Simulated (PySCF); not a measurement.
MgF2, SMILES [F][Mg][F]. Heavy atoms are numbered as in [Mg:1]([F:2])[F:3].

Geometry optimised at PBE0-D3(BJ)/def2-TZVP. The isomer is the one that the SMILES or the coordinates give; other isomers of the formula were not compared.

The numbers are results of PBE0/pcSseg-2 (PySCF), not measurements.

GIAO shieldings, no solvent; atoms alike by connectivity are averaged. δ = σ(ref) − σ: ¹⁹F against CFCl3 (σ = 165.8 ppm), references at their B3LYP-D3(BJ)/def2-TZVP geometries, non-relativistic.

Computed chemical shifts:
```
nucleus  atoms  count  δ (ppm)
-------  -----  -----  -------
¹⁹F         F2      2   -265.6
```
